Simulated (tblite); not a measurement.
Compound: C2H5OSi (doublet state).
SMILES with atom numbers: `[O:1]=[C:2][CH2:3][SiH3:4]` (hydrogens: H5, H6 on C3; H7, H8, H9 on Si4)

Cartesian coordinates in Å at the GFN2-xTB level; atoms count from 1:
```xyz
9
C2H5OSi angstrom
O      1.3578    1.8663   -0.8951
C      1.2914    0.6723   -0.8833
C      0.8132   -0.2860    0.1043
Si    -1.1120   -0.2271    0.1602
H      1.1959   -0.0305    1.0974
H      1.1374   -1.2960   -0.1447
H     -1.5277    1.0632    0.7007
H     -1.6202   -0.4269   -1.1959
H     -1.5222   -1.3294    1.0311
```

Method: GFN2-xTB as coded in tblite; computed harmonic values from a numerical Hessian at the method's own geometry, unscaled. Errors from tens to a few hundred cm⁻¹ against measured bands are possible. Modes of hydrogen on silicon can be 10 to 20 % off. One conformer, not necessarily the lowest. Open shells enter through the occupations alone, without spin polarisation, and single modes of such species can be off by tens of per cent.

Harmonic wavenumbers (cm⁻¹): 88.3, 103.6, 190.2, 434.6, 504.6, 532.1, 677.0, 758.4, 766.8, 778.2, 787.4, 994.9, 1042.8, 1136.7, 1429.5, 1864.8, 2272.1, 2289.0, 2312.3, 2900.7, 2985.2.

A = 15285, B = 3262, C = 2884 MHz; mass 73.011 u (most abundant isotopes); point group C1, symmetry number 1; spin multiplicity 2.

Problem. Zero-point energy?

Solution. ½Σν̃ = 12425 cm⁻¹ = 148.63 kJ/mol.

Problem. Entropy at 200 K, 1 bar (ideal gas, RRHO, classical rotation)?

Solution. Translation 154.07, rotation 100.53, vibration 34.34, spin (R ln 2) 5.76: S = 294.7 J/(mol K).

Problem. And Cp and H(200 K) − H(0)?

Solution. Cp = 72.42 J/(mol K), of which vibrations give 39.16 (their classical limit is 21 R = 174.6); H(200 K) − H(0) = 10.51 kJ/mol without the zero-point energy, 3.86 from vibrations.

Problem. Blend soft modes into free rotors: weight 1/[1 + (100 cm⁻¹/ν̃)⁴] for the oscillator and the rest for a rotor with moment μB/(μ + B), μ = h/(8π²ν), B = 10⁻⁴⁴ kg m². What vibrational entropy results?

Solution. 33.19 J/(mol K) in place of 34.34, which changes −T·S at 200 K by +0.23 kJ/mol.

Problem. What must be added to the electronic energy to get the Gibbs energy at 200 K and 1 bar?

Solution. ZPE + [H(200 K) − H(0)] − T·S = 148.63 + 10.51 − 58.94 = 100.20 kJ/mol.

Problem. How do the functions run with temperature in this model?

Solution. 
| T (K) | S (J/(mol K)) | Cp (J/(mol K)) | H − H(0) (kJ/mol) | G − H(0) (kJ/mol) | ln q(vib) |
| --- | --- | --- | --- | --- | --- |
| 150 | 275.5 | 62.1 | 7.15 | -34.17 | 1.23 |
| 250 | 312.0 | 83.3 | 14.40 | -63.61 | 2.39 |
| 298.15 | 327.6 | 93.2 | 18.65 | -79.01 | 2.96 |
| 400 | 357.6 | 111.1 | 29.09 | -113.93 | 4.17 |
| 600 | 407.7 | 136.3 | 54.00 | -190.62 | 6.50 |
| 900 | 467.9 | 160.5 | 98.81 | -322.33 | 9.74 |

q(vib) and H(0) count from the zero-point level.

Problem. Which modes carry the vibrational entropy at 200 K?

Solution. 88.3 cm⁻¹: 12.23; 103.6 cm⁻¹: 10.95; 190.2 cm⁻¹: 6.33; 434.6 cm⁻¹: 1.57; 504.6 cm⁻¹: 1.05; 532.1 cm⁻¹: 0.89 J/(mol K); the other 15 give 1.34 together.

Hindered rotation and anharmonicity are outside this model. Other conformers, if any are populated, would add a mixing term that is left out. The structure is chiral; the term R ln 2 for an equal mix with its mirror image is left out.

The run took 0.13 s wall on one thread, Arm Neoverse V1 (aarch64), on a shared host. The figure is for the frequency step alone.
